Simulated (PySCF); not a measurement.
# H$_{2}$GaO$_{2}$, SMILES `[OH][Ga][OH]` (H–O–Ga–O torsion 180°, O–Ga–O–H torsion 0°) (charge 0, multiplicity 2)

Level of theory: PBE-D3(BJ)/def2-TZVP // PBE0-D3(BJ)/def2-TZVP in PySCF.

- highest occupied spin orbital = -5.42 eV
- dipole moment = 1.71 D
- total energy = -2076.1536 Ha
- cost = roughly 120 core-seconds

```xyz
5

O      1.2518    -0.4258    -0.0508
Ga     0.0124     0.8792     0.0811
O     -1.6902     0.3128     0.0451
H      2.1621    -0.1210    -0.0321
H     -1.7361    -0.6451    -0.0432
```
Charge 0, spin multiplicity 2.
